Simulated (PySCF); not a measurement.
cyclopentasilane (H10Si5), singlet, at a GFN2-xTB geometry; PySCF with WB97X/6-31G*.

Here is a job for PySCF.
```python
from pyscf import gto, scf, dft

mol = gto.Mole()
mol.atom = '''
    Si    0.89417552    1.27504538    1.23383194
    Si    1.84705489   -0.65518290    0.32696139
    Si    0.23760211   -1.69522418   -1.00879286
    Si   -1.70023993   -0.39230054   -0.95029712
    Si   -1.27859856    1.46770474    0.39832196
    H     0.89674347    1.22968577    2.70132679
    H     1.69637423    2.46618182    0.93006335
    H     2.33852119   -1.55641725    1.37625952
    H     3.05646552   -0.34046095   -0.44354549
    H    -0.02599594   -3.06728188   -0.55816686
    H     0.71891426   -1.87649521   -2.38377269
    H    -2.84572076   -1.16314357   -0.45121847
    H    -2.12116492    0.00564146   -2.29909414
    H    -1.45003107    2.71786551   -0.35222064
    H    -2.26402256    1.58382923    1.48001450
'''
mol.basis = '6-31g*'
mol.verbose = 4
mol.build()

mf = dft.RKS(mol)
mf.xc = 'wb97x'
mf.grids.atom_grid = (99, 590)
mf.grids.prune = None
mf.kernel()
```

The log (banner, timings and long lists left out):

```
PySCF version 2.14.0

[INPUT] verbose = 4
[INPUT] num. atoms = 15
[INPUT] num. electrons = 80
[INPUT] charge = 0
[INPUT] spin (= nelec alpha-beta = 2S) = 0
[INPUT] symmetry False subgroup None
[INPUT] Mole.unit = angstrom
[INPUT] Symbol           X                Y                Z      unit          X                Y                Z       unit  Magmom
[INPUT]  1 Si     0.894175520000   1.275045380000   1.233831940000 AA    1.689746840091   2.409486564592   2.331604450341 Bohr   0.0
[INPUT]  2 Si     1.847054890000  -0.655182900000   0.326961390000 AA    3.490427879139  -1.238116242498   0.617867480407 Bohr   0.0
[INPUT]  3 Si     0.237602110000  -1.695224180000  -1.008792860000 AA    0.449002914519  -3.203509419940  -1.906342221817 Bohr   0.0
[INPUT]  4 Si    -1.700239930000  -0.392300540000  -0.950297120000 AA   -3.212987813750  -0.741340579119  -1.795801293763 Bohr   0.0
[INPUT]  5 Si    -1.278598560000   1.467704740000   0.398321960000 AA   -2.416201101663   2.773559990326   0.752719413800 Bohr   0.0
[INPUT]  6 H      0.896743470000   1.229685770000   2.701326790000 AA    1.694599562292   2.323769324575   5.104767806050 Bohr   0.0
[INPUT]  7 H      1.696374230000   2.466181820000   0.930063350000 AA    3.205682699470   4.660408213181   1.757565009995 Bohr   0.0
[INPUT]  8 H      2.338521190000  -1.556417250000   1.376259520000 AA    4.419164585592  -2.941202338049   2.600753569125 Bohr   0.0
[INPUT]  9 H      3.056465520000  -0.340460950000  -0.443545490000 AA    5.775882741976  -0.643377951609  -0.838179499886 Bohr   0.0
[INPUT] 10 H     -0.025995940000  -3.067281880000  -0.558166860000 AA   -0.049125206951  -5.796322700041  -1.054782497208 Bohr   0.0
[INPUT] 11 H      0.718914260000  -1.876495210000  -2.383772690000 AA    1.358551058444  -3.546062020958  -4.504677527318 Bohr   0.0
[INPUT] 12 H     -2.845720760000  -1.163143570000  -0.451218470000 AA   -5.377632863389  -2.198022790849  -0.852679330645 Bohr   0.0
[INPUT] 13 H     -2.121164920000   0.005641460000  -2.299094140000 AA   -4.008420763835   0.010660814343  -4.344658259192 Bohr   0.0
[INPUT] 14 H     -1.450031070000   2.717865510000  -0.352220640000 AA   -2.740161594410   5.136021457301  -0.665600545019 Bohr   0.0
[INPUT] 15 H     -2.264022560000   1.583829230000   1.480014500000 AA   -4.278382578237   2.993003472781   2.796822065385 Bohr   0.0

nuclear repulsion = 493.045003736828
number of shells = 60
number of NR pGTOs = 295
number of NR cGTOs = 110
basis = 6-31g*
ecp = {}

******** <class 'pyscf.dft.rks.RKS'> ********
method = RKS
initial guess = minao
damping factor = 0
level_shift factor = 0
DIIS = <class 'pyscf.scf.diis.CDIIS'>
diis_start_cycle = 1
diis_space = 8
diis_damp = 0
SCF conv_tol = 1e-09
SCF conv_tol_grad = None
SCF max_cycles = 50
direct_scf = True
direct_scf_tol = 1e-13
XC library pyscf.dft.libxc version 7.1.2
    S. Lehtola, C. Steigemann, M. J. T. Oliveira, and M. A. L. Marques,  SoftwareX 7, 1–5 (2018)
XC functionals = wb97x
    J.-D. Chai and M. Head-Gordon,  J. Chem. Phys. 128, 084106 (2008)
radial grids:
    Treutler-Ahlrichs [JCP 102, 346 (1995); DOI:10.1063/1.469408] (M4) radial grids

becke partition: Becke, JCP 88, 2547 (1988); DOI:10.1063/1.454033
pruning grids: None
grids dens level: 3
symmetrized grids: False
atomic radii adjust function: <function treutler_atomic_radii_adjust>
User specified grid scheme (99, 590)
small_rho_cutoff = 0
Set gradient conv threshold to 3.16228e-05
Initial guess from minao.
tot grids = 876152
init E= -1453.29166447652
  HOMO = -0.293348566450347  LUMO = -0.0265369761707346  gap/eV = 7.26031
cycle= 1 E= -1453.32986948772  delta_E= -0.0382  |g|= 0.226  |ddm|= 3.19
  HOMO = -0.392108197644088  LUMO = 0.00645831830225907  gap/eV = 10.84555
cycle= 2 E= -1453.35491185039  delta_E= -0.025  |g|= 0.0848  |ddm|= 0.555
  HOMO = -0.361906793139735  LUMO = 0.0331662980753265  gap/eV = 10.75049
cycle= 3 E= -1453.35832043701  delta_E= -0.00341  |g|= 0.0302  |ddm|= 0.17
  HOMO = -0.367405514990139  LUMO = 0.0299318728247147  gap/eV = 10.81210
cycle= 4 E= -1453.35881181347  delta_E= -0.000491  |g|= 0.00303  |ddm|= 0.096
  HOMO = -0.368141205603653  LUMO = 0.0297282699552848  gap/eV = 10.82658
cycle= 5 E= -1453.35882034019  delta_E= -8.53e-06  |g|= 0.00069  |ddm|= 0.0143
  HOMO = -0.368142421684022  LUMO = 0.029700087708636  gap/eV = 10.82585
cycle= 6 E= -1453.35882091797  delta_E= -5.78e-07  |g|= 0.00013  |ddm|= 0.00517
  HOMO = -0.3681272136391  LUMO = 0.0297169719557713  gap/eV = 10.82589
cycle= 7 E= -1453.35882093841  delta_E= -2.04e-08  |g|= 1.2e-05  |ddm|= 0.0011
  HOMO = -0.368128328452592  LUMO = 0.0297155912323643  gap/eV = 10.82588
cycle= 8 E= -1453.35882093856  delta_E= -1.59e-10  |g|= 1.96e-06  |ddm|= 9.95e-05
  HOMO = -0.368128103865192  LUMO = 0.0297157098935517  gap/eV = 10.82588
Extra cycle  E= -1453.35882093857  delta_E= -6.59e-12  |g|= 6.39e-07  |ddm|= 8.76e-06
converged SCF energy = -1453.35882093857
```
